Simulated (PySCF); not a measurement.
H3ISiZn, singlet, geometry from GFN2-xTB (such geometries of metal compounds can be far from the true shape) (core potentials on I); DF-PBE/def2-TZVPPD run with PySCF.

Here is a job for PySCF.
```python
from pyscf import gto, scf, dft

mol = gto.M(
    atom='''
Zn    0.985373    0.434981   -0.926368
I     2.732521    1.173682   -2.611024
Si   -0.651511   -0.270023    0.626301
H    -1.396069   -1.434322    0.143232
H    -1.634947    0.779033    0.900728
H    -0.061603   -0.646506    1.912035
''',
    basis='def2-tzvppd',
    ecp={'I': 'def2-tzvppd'},
    charge=0,
    spin=0,
    verbose=4,
    max_memory=1800,
)

mf = dft.RKS(mol)
mf.xc = 'pbe'
mf = mf.density_fit(auxbasis='def2-universal-jkfit')
mf.kernel()
```

Output, abridged:

```
PySCF version 2.14.0

[INPUT] verbose = 4
[INPUT] num. atoms = 6
[INPUT] num. electrons = 72
[INPUT] charge = 0
[INPUT] spin (= nelec alpha-beta = 2S) = 0
[INPUT] symmetry False subgroup None
[INPUT] Mole.unit = angstrom
[INPUT] Symbol           X                Y                Z      unit          X                Y                Z       unit  Magmom
[INPUT]  1 Zn     0.985373000000   0.434981000000  -0.926368000000 AA    1.862085100541   0.821994959389  -1.750581810561 Bohr   0.0
[INPUT]  2 I      2.732521000000   1.173682000000  -2.611024000000 AA    5.163716319623   2.217937537332  -4.934120264666 Bohr   0.0
[INPUT]  3 Si    -0.651511000000  -0.270023000000   0.626301000000 AA   -1.231177357142  -0.510269517333   1.183537361541 Bohr   0.0
[INPUT]  4 H     -1.396069000000  -1.434322000000   0.143232000000 AA   -2.638188060995  -2.710475754438   0.270669252274 Bohr   0.0
[INPUT]  5 H     -1.634947000000   0.779033000000   0.900728000000 AA   -3.089602058179   1.472159011998   1.702129232727 Bohr   0.0
[INPUT]  6 H     -0.061603000000  -0.646506000000   1.912035000000 AA   -0.116412798452  -1.221719277888   3.613222490583 Bohr   0.0

nuclear repulsion = 326.012247046754
number of shells = 75
number of NR pGTOs = 344
number of NR cGTOs = 225
basis = def2-tzvppd
ecp = {'I': 'def2-tzvppd'}

******** <class 'pyscf.df.df_jk.DFRKS'> ********
method = DFRKS
initial guess = minao
damping factor = 0
level_shift factor = 0
DIIS = <class 'pyscf.scf.diis.CDIIS'>
diis_start_cycle = 1
diis_space = 8
diis_damp = 0
SCF conv_tol = 1e-09
SCF conv_tol_grad = None
SCF max_cycles = 50
direct_scf = False
XC library pyscf.dft.libxc version 7.1.2
    S. Lehtola, C. Steigemann, M. J. T. Oliveira, and M. A. L. Marques,  SoftwareX 7, 1–5 (2018)
XC functionals = pbe
    J. P. Perdew, K. Burke, and M. Ernzerhof,  Phys. Rev. Lett. 77, 3865 (1996)
    J. P. Perdew, K. Burke, and M. Ernzerhof,  Phys. Rev. Lett. 78, 1396 (1997)
    J. P. Perdew, K. Burke, and M. Ernzerhof,  Phys. Rev. Lett. 77, 3865 (1996)
    J. P. Perdew, K. Burke, and M. Ernzerhof,  Phys. Rev. Lett. 78, 1396 (1997)
radial grids:
    Treutler-Ahlrichs [JCP 102, 346 (1995); DOI:10.1063/1.469408] (M4) radial grids

becke partition: Becke, JCP 88, 2547 (1988); DOI:10.1063/1.454033
pruning grids: <function nwchem_prune>
grids dens level: 3
symmetrized grids: False
atomic radii adjust function: <function treutler_atomic_radii_adjust>
small_rho_cutoff = 0
Set gradient conv threshold to 3.16228e-05
Initial guess from minao.
tot grids = 91208
init E= -2325.57234283327
  HOMO = -0.502006511826154  LUMO = -0.452508898133334  gap/eV = 1.34690
cycle= 1 E= -2364.46533025295  delta_E= -38.9  |g|= 4.59  |ddm|= 19.5
  HOMO = -0.203991169732684  LUMO = -0.182088138802262  gap/eV = 0.59601
cycle= 2 E= -2349.68660516376  delta_E= 14.8  |g|= 7.63  |ddm|= 13.1

WARN: HOMO -0.0881200911738052 == LUMO -0.0880863533153759

cycle= 3 E= -2361.53956146495  delta_E= -11.9  |g|= 2.48  |ddm|= 11.7
  HOMO = -0.33801915368108  LUMO = -0.2994349390511  gap/eV = 1.04993
cycle= 4 E= -2354.90198180424  delta_E= 6.64  |g|=  4.6  |ddm|= 10.1
  HOMO = -0.211342533616258  LUMO = -0.195470329662559  gap/eV = 0.43190
cycle= 5 E= -2365.55985653309  delta_E= -10.7  |g|= 2.52  |ddm|= 6.76
  HOMO = -0.281739266947094  LUMO = -0.108659772960429  gap/eV = 4.70973
cycle= 6 E= -2367.9312212458  delta_E= -2.37  |g|= 0.506  |ddm|= 2.61
  HOMO = -0.161746819192782  LUMO = -0.101625619526277  gap/eV = 1.63598
cycle= 7 E= -2367.3460868646  delta_E= 0.585  |g|= 1.29  |ddm|= 2.32
  HOMO = -0.197280293763101  LUMO = -0.0800536620411632  gap/eV = 3.18990
cycle= 8 E= -2368.00871214014  delta_E= -0.663  |g|= 0.216  |ddm|= 1.39
  HOMO = -0.224848598199322  LUMO = -0.0819861218518026  gap/eV = 3.88749
cycle= 9 E= -2368.0248431541  delta_E= -0.0161  |g|= 0.119  |ddm|= 0.292
  HOMO = -0.226375041562403  LUMO = -0.0794547914821165  gap/eV = 3.99790
cycle= 10 E= -2368.02785847506  delta_E= -0.00302  |g|= 0.0603  |ddm|= 0.085
  HOMO = -0.23164161488174  LUMO = -0.075658623808741  gap/eV = 4.24451
cycle= 11 E= -2368.02914634959  delta_E= -0.00129  |g|= 0.0282  |ddm|= 0.0711
  HOMO = -0.236446921274734  LUMO = -0.0748633238320676  gap/eV = 4.39691
cycle= 12 E= -2368.02934252673  delta_E= -0.000196  |g|= 0.00866  |ddm|= 0.0475
  HOMO = -0.235832337089762  LUMO = -0.0753445187096103  gap/eV = 4.36710
cycle= 13 E= -2368.02936668095  delta_E= -2.42e-05  |g|= 0.00211  |ddm|= 0.0132
  HOMO = -0.2356142367488  LUMO = -0.0752762921253645  gap/eV = 4.36302
cycle= 14 E= -2368.02936724588  delta_E= -5.65e-07  |g|= 0.000548  |ddm|= 0.00224
  HOMO = -0.235649205804893  LUMO = -0.0753260152334464  gap/eV = 4.36262
cycle= 15 E= -2368.02936731361  delta_E= -6.77e-08  |g|= 8.28e-05  |ddm|= 0.000592
  HOMO = -0.235651821385305  LUMO = -0.0753257369460227  gap/eV = 4.36269
cycle= 16 E= -2368.02936731536  delta_E= -1.76e-09  |g|= 3.76e-05  |ddm|= 0.000125
  HOMO = -0.235651552940008  LUMO = -0.0753256270613589  gap/eV = 4.36269
cycle= 17 E= -2368.02936731559  delta_E= -2.31e-10  |g|= 9.73e-06  |ddm|= 2.8e-05
  HOMO = -0.235651486737553  LUMO = -0.0753247766151379  gap/eV = 4.36271
Extra cycle  E= -2368.02936731556  delta_E= 2.86e-11  |g|= 1.63e-05  |ddm|= 2.21e-05
converged SCF energy = -2368.02936731556
```
